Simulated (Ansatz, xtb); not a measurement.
**Ranking isomers of C4H7BCl2**

7 gas-phase structures of C4H7BCl2, from a drawn sample of its isomers (lower ones may exist). Each was relaxed with GFN2-xTB; where two conformers were screened, the lower at r2SCAN-D4/def2-SVP//GFN2-xTB is listed:

A. `C=C[C@H](C)B(Cl)Cl`, a singlet
B. `C=CCCB(Cl)Cl`, a singlet
C. `C/C(=C\BCl)CCl`, a singlet
D. `ClB(Cl)C1CCC1`, a singlet
E. `CC(C)=CB(Cl)Cl`, a singlet
F. `ClB(Cl)CC1CC1`, a singlet
G. `C=C(CC)B(Cl)Cl`, a singlet

Task: Make a reasoned guess at their ranking by r2SCAN-D4/def2-SVP//GFN2-xTB single-point energy.

Result: Calculated order at r2SCAN-D4/def2-SVP//GFN2-xTB: E (0.0), G (12.8), A (33.8), B (34.3), F (39.9), D (43.6), C (157.5) kJ/mol. Less than 1 kcal/mol parts A and B; F and D, so the order within those pairs means little.

Energies above the lowest of each column, in kJ/mol; the last columns are at r2SCAN-D4/def2-SVP geometries and were run for some of them only (a dash: not run or not comparable):

```json
{"structure": "E", "GFN2-xTB": "6.2", "HF/STO-3G": "54.2", "r2SCAN-D4/def2-SVP//GFN2-xTB": "0.0", "r2SCAN-D4/def2-SVP": "0.0", "CCSD(T)/def2-SVP + ΔMP2/def2-TZVPP": "0.0"}
{"structure": "G", "GFN2-xTB": "30.9", "HF/STO-3G": "65.8", "r2SCAN-D4/def2-SVP//GFN2-xTB": "12.8", "r2SCAN-D4/def2-SVP": "21.5", "CCSD(T)/def2-SVP + ΔMP2/def2-TZVPP": "10.6"}
{"structure": "A", "GFN2-xTB": "54.2", "HF/STO-3G": "102.3", "r2SCAN-D4/def2-SVP//GFN2-xTB": "33.8", "r2SCAN-D4/def2-SVP": "40.4", "CCSD(T)/def2-SVP + ΔMP2/def2-TZVPP": "27.9"}
{"structure": "B", "GFN2-xTB": "50.3", "HF/STO-3G": "93.0", "r2SCAN-D4/def2-SVP//GFN2-xTB": "34.3", "r2SCAN-D4/def2-SVP": "41.5", "CCSD(T)/def2-SVP + ΔMP2/def2-TZVPP": "29.1"}
{"structure": "F", "GFN2-xTB": "25.0", "HF/STO-3G": "67.7", "r2SCAN-D4/def2-SVP//GFN2-xTB": "39.9", "r2SCAN-D4/def2-SVP": "48.5", "CCSD(T)/def2-SVP + ΔMP2/def2-TZVPP": "52.8"}
{"structure": "D", "GFN2-xTB": "0.0", "HF/STO-3G": "0.0", "r2SCAN-D4/def2-SVP//GFN2-xTB": "43.6", "r2SCAN-D4/def2-SVP": "48.7", "CCSD(T)/def2-SVP + ΔMP2/def2-TZVPP": "–"}
{"structure": "C", "GFN2-xTB": "99.7", "HF/STO-3G": "191.6", "r2SCAN-D4/def2-SVP//GFN2-xTB": "157.5", "r2SCAN-D4/def2-SVP": "–", "CCSD(T)/def2-SVP + ΔMP2/def2-TZVPP": "–"}
```

CCSD(T)/def2-SVP + ΔMP2/def2-TZVPP puts E lowest of those it was run on; GFN2-xTB picks D, HF/STO-3G picks D. Flexible structures stand in one conformer each, not always the lowest. Frequencies (GFN2-xTB) were run for A, B, E, F, G alone. ΔMP2 is the change of the MP2 energy from the smaller to the larger basis.

Over these structures GFN2-xTB departs from r2SCAN-D4/def2-SVP//GFN2-xTB by 26.4 kJ/mol on average once a common shift is removed. A GFN2-xTB relaxation took about 0.09 s and the r2SCAN-D4/def2-SVP//GFN2-xTB energy about 1.6 s on a shared host (Ansatz 0.2.0, xtb 6.7.1).
